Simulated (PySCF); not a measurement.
Predicted spectroscopic data

[PySCF: GFN2-xTB structure; J: B3LYP/pcJ-1 (spin–dipole term left out of most H,H and C,H couplings); σ from GIAO-PBE0/pcSseg-1; a single conformation; gas phase; fast rotation and ring inversion assumed for equivalent nuclei; relativity neglected]

δ = σ(ref) − σ, references computed at the same level: 1H (σ = 31.72 ppm), 13C (σ = 186.93 ppm) vs TMS. Multiplet labels drop J under 1 Hz and among equivalent protons, and merge close values. Unscaled 3J(H,H) run several per cent high. Where no couplings were computed, multiplicities follow the n + 1 count of equivalent neighbours, and m marks all less simple cases (inequivalent or close neighbours, rings, F or P nearby). Acid and N–H amide carbonyl carbons lie up to 10 ppm further downfield in solution (hydrogen bonding). Shifts are as computed. Against solution values, carbons near 30 ppm lie about +3 ppm off and those near 130 ppm about +5 ppm (rms about the fit 2.1 ppm; single classes can miss by 10 ppm). Of 1328 compounds with measured shifts, 309 miss one by over three times the rms of a fit or turn the order of signals round; such compounds aren't used in these exercises. Signals without a measured value on file couldn't be tested in this way; 1H shifts scatter by 0.2 ppm about their fit, and single ones miss by 0.5 ppm. Groups on amide-type nitrogens are kept apart (slow C–N rotation). OH and NH positions are gas-phase values without hydrogen bonding to other molecules.

Compound 1 (C$_{3}$H$_{7}$NO). 1H NMR (500 MHz, computed): δ 4.65 (br, 1H), 4.52 (br, 1H), 2.05 (q, J = 7.8 Hz, 2H), 1.12 (t, J = 7.8 Hz, 3H). 13C{1H} NMR (computed): δ 172.9, 29.4, 10.2. Structure: propionamide (CCC(N)=O).

Compound 2 (C$_{6}$H$_{12}$O$_{2}$). 1H NMR (500 MHz, computed): δ 3.95 (t, 2H), 3.53 (t, 2H), 3.50 (s, 3H), 2.94 (m, 1H), 0.52 (m, 2H), 0.35 (m, 2H). 13C{1H} NMR (computed): δ 79.1, 75.8, 61.2, 58.1, 7.4. Structure: `COCCOC1CC1`.
